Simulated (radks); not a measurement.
Question: The promethium ion Pm3+, configuration [Xe] 4f3 7d1 (not the ground configuration). Calculated with a radial shooting solver on a logarithmic mesh with Libxc functionals: Dirac Kohn-Sham, LDA (Slater exchange, Perdew-Wang correlation), spin-unpolarised, spherical densities, finite nucleus; open shells fill j = l - 1/2 first; Fermi nuclear charge, rms radius 4.962 fm. Some entries of the table are withheld. Estimate them.

orbital  occ.  eigenvalue (eV)  <1/r> (bohr^-1)  <r^2> (bohr^2)
1s1/2       2              (1)            67.36       0.0007328
2s1/2       2        -7350.908            15.98         0.01152
2p1/2       2        -6966.838            15.97        0.008398
2p3/2       4        -6407.415            14.29        0.009645
3s1/2       2        -1641.708            5.794         0.07767
3p1/2       2        -1476.590            5.713         0.07270
3p3/2       4        -1364.199            5.291         0.08000
3d3/2       4        -1075.910            5.165         0.06459
3d5/2       6        -1051.541            5.059         0.06664
4s1/2       2        -364.3725              (2)          0.3944
4p1/2       2        -301.3991            2.324          0.4169
4p3/2       4        -276.4041            2.182          0.4564
4d3/2       4        -172.3869            1.970          0.5277
4d5/2       6        -167.8897            1.935          0.5430
5s1/2       2         -81.0288           0.9776           2.102
5p1/2       2         -62.6379           0.8814           2.541
5p3/2       4         -58.5372           0.8339           2.786
4f5/2       3         -47.2176            1.463          0.9449
4f7/2       0         -46.6320            1.451          0.9613
7d3/2       1          -8.5632           0.1705           70.54
7d5/2       0          -8.5102           0.1701           71.16

Answer: 
(1) 1s1/2 eigenvalue (eV): -44976.78
(2) 4s1/2 <1/r> (bohr^-1): 2.426
